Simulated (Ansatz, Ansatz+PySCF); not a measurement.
```yaml
atoms:
  - { symbol: O, position_ang: [0.0000, 0.0000, -1.3071] }
  - { symbol: O, position_ang: [0.0000, 0.0000, 1.3071] }
  - { symbol: B, position_ang: [30.0000, 0.0000, -0.3131] }
  - { symbol: H, position_ang: [30.0000, 0.0000, 1.5655] }
```

Basis set: 6-31G (spherical functions). Left uncorrelated: 3 orbitals. Correlation on ROHF uses semicanonical orbitals with singles. Charge 0, multiplicity 3.

Computed with Ansatz (development build ahead of 0.2.0); each method stands on the lowest determinant of its kind that the runs found.

The atomization energy at this shape (free ground-state atoms in the same class of orbitals less the molecule, no zero-point energy) of triplet BHO₂:

| method | atomization energy |
| --- | --- |
| UHF-MP2 | 31.1 kJ/mol |
| UHF | 31.6 kJ/mol |
| ROHF | -228.5 kJ/mol |
| UHF-CCSD(T) | 44.8 kJ/mol |

(1) What does ROHF-MP2 give?

Results:

(1) -121.7 kJ/mol. Caution for UHF-MP2, ROHF-MP2, UHF-CCSD(T): bonds are stretched, where a single reference can fail. Caution for UHF-MP2, UHF, UHF-CCSD(T): the determinant breaks the point group; the unrestricted determinant is a mixture of spin states. Caution for ROHF-MP2, ROHF: an unrestricted determinant lies well below; the molecule lies well above its atoms at this level.

This basis has no polarisation functions and is too small for such energies, which can lie far from measured ones in either direction.
